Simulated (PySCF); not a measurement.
**Structure from NMR data**

The spectra below were simulated for a compound C₄H₉F₃Si₂.

1H NMR (600 MHz, computed): δ 4.96 (m, 2H), 4.72 (m, 2H), 2.30 (m, 2H), 1.60 (m, 1H), 0.63 (m, 1H), 0.51 (m, 1H).

13C{1H} NMR (computed): δ 137.1 (C), 38.6 (CH2), 10.1 (CH), -7.4 (CH2).

Non-relativistic, one averaged value for each set of equivalent atoms, one computed conformer, in vacuum. Coordinates at the GFN2-xTB level; shielding tensors at PBE0/pcSseg-1 (GIAO); PySCF.

Scale: 1H and 13C vs TMS (reference shieldings calculated alike).

Which of these isomers gave the spectra?
A. C[SiH2]/C=C(/[SiH3])C(F)(F)F
B. C[SiH2]/C=C(\[SiH3])C(F)(F)F
C. FC(F)(F)CC1[SiH2]C[SiH2]1

## Answers

C. 

Rings plus π bonds: 1 (1 ring in the answer). 4 carbon signals for 4 carbons: no two carbons are equivalent. Carbon types of the structure: 1 × C, 1 × CH, 2 × CH2, leaving 4 H on heteroatoms. δC 137.1: CF3 carbon; 3 electronegative neighbours deshield it. δC 38.6: sp3 CH2; aliphatic region, no heteroatom directly attached. δC 10.1: sp3 CH bonded to 2 Si; an electropositive neighbour leaves it electron-rich and shielded. δC -7.4: sp3 CH2 bonded to 2 Si; an electropositive neighbour leaves it electron-rich and shielded. δH 0.63, 0.51: hydrogen on an sp3 CH2 bonded to 2 Si; an electropositive neighbour shields it, as in TMS itself.

The others: C[SiH2]/C=C(/[SiH3])C(F)(F)F would give 4 signals for carbon-bound and other non-exchanging H, not 6; C[SiH2]/C=C(\[SiH3])C(F)(F)F would give 4 signals for carbon-bound and other non-exchanging H, not 6.

Splittings by 19F in the carbon and heteronuclear signals aren't shown, as no couplings were computed. Shifts are as computed. Against solution values, carbons near 30 ppm lie about +3 ppm off and those near 130 ppm about +5 ppm. Of 1211 compounds with measured shifts, 218 miss one by over three times the rms of a fit or turn the order of signals round; such compounds aren't used in these exercises. Multiplicities follow the n + 1 count of equivalent neighbours, as no J values were calculated; m marks all less simple cases, F and P coupling included.
